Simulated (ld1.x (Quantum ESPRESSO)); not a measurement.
# Before and after: TM potential for lead

Pb (Z = 82), norm-conserving Troullier–Martins (Kleinman–Bylander form), made with ld1.x (Quantum ESPRESSO) 7.5 (PBE, scalar-relativistic). Core [Xe] 4f14, reference 5d10 6s2 6p2. Waves: 6p (bound): rc 1.95 bohr; 5d (bound): rc 1.35 bohr; 6s (bound): rc 2.10 bohr. Local part: the s channel. Core correction: a·sin(br)/r model core inside 0.60 bohr.

Change: wave 6s (bound): rc 2.10 bohr becomes 6s (bound): rc 3.08 bohr.

Cutoffs: the cutoffs (Ry, on a coarse ladder) from which the occupation-weighted sum of valence levels, in a spherical-Bessel basis at the reference potential, stays within 10 and 1 mRy of its value at 400 Ry; they do not see the model core or the augmentation charge, which bear on the density cutoff. Errors are all-electron minus pseudo energies relative to the spin-unpolarised reference configuration.

Task: What does the change do?

Result: The potential gets neither clearly harder nor softer (80 Ry and 100 Ry → 80 Ry and 100 Ry); the d channel sets the loose cutoff, while the largest relative change is in s, which becomes softer; of the 7 tests that both files solve, the error grows in 2 and shrinks in 5 by more than 15 % and 0.3 meV (median size 13.3 → 26.5 meV); neither file shows a bound ghost.

```tsv
quantity	base	changed
cutoff, loose	80 Ry	80 Ry
cutoff, tight	100 Ry	100 Ry
loose cutoff by channel (10 mRy a level)	p 21 Ry, d 45 Ry, s 18 Ry	p 21 Ry, d 45 Ry, s 8 Ry
bound ghosts	none	none
error for 5d10 6s2 6p1, meV [ΔE 6.58 eV]	-2.6	+0.9
error for 5d10 6s2 6p0, meV [ΔE 20.02 eV]	-13	+7.3
error for 5d10 6s1 6p0, meV [ΔE 52.43 eV]	-46	-27
error for 5d9 6s2 6p2, meV [ΔE 27.16 eV]	-127	+26
error for 5d10 6s0 6p4, meV [ΔE 17.83 eV]	-13	-137
error for 5d10 6s1 6p3, meV [ΔE 8.74 eV]	-4.6	-31
error for 5d10 6s2 6p1.5, meV [ΔE 2.49 eV]	-0.8	-0.1
```
